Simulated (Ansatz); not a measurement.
Reactions of `C[SiH]1OB1O`.

Program: Ansatz. Geometries: PBE0-D4/def2-TZVP. ΔE: electronic, gas phase. CCSD(T)/CBS is the MP2 limit (def2-TZVPP, def2-QZVPP) plus CCSD(T) − MP2 in def2-TZVPP, frozen cores. This one scheme is used for every species, atoms too. Functionals use def2-TZVPP. Open shells (•) are unrestricted, without spin–orbit coupling. Spin–orbit coupling would lower the free atoms: a little for B, C, O, Si. One conformer a species, not always the lowest.

```csv
reaction,CCSD(T)/CBS(def2) (eV)
`C[SiH]1OB1O` + H₂ → `OB1O[SiH2]1` + CH₄,-0.20
`C[SiH]1OB1O` + `O[Si]1(F)CO1` → `CO[Si]1(F)CO1` + `OB1O[SiH2]1`,?
`C[SiH]1OB1O` → `[CH2]` (triplet) + `OB1O[SiH2]1`,5.02
`C[SiH]1OB1O` → B• + C• + 5 H• + 2 O• + Si•,41.46
`C[SiH]1OB1O` + `OC[SiH2]F` → `COC[SiH2]F` + `OB1O[SiH2]1`,?
`C[SiH]1OB1O` → `[SiH3]B1OCO1`,1.62
`C[SiH]1OB1O` → `O=C[SiH2]BO`,2.41
`C[SiH]1OB1O` → `OC[SiH]1BO1`,2.50
`C[SiH]1OB1O` → `O=CB(O)[SiH3]`,?
```

(1) Fill in the missing values. (Estimate.)

Largest T1 diagnostic: 0.017, for `O=C[SiH2]BO`.

Answers

(1) Computed: `C[SiH]1OB1O` + `O[Si]1(F)CO1` → `CO[Si]1(F)CO1` + `OB1O[SiH2]1`: +1.12 eV; `C[SiH]1OB1O` + `OC[SiH2]F` → `COC[SiH2]F` + `OB1O[SiH2]1`: +0.98 eV; `C[SiH]1OB1O` → `O=CB(O)[SiH3]`: +2.35 eV.
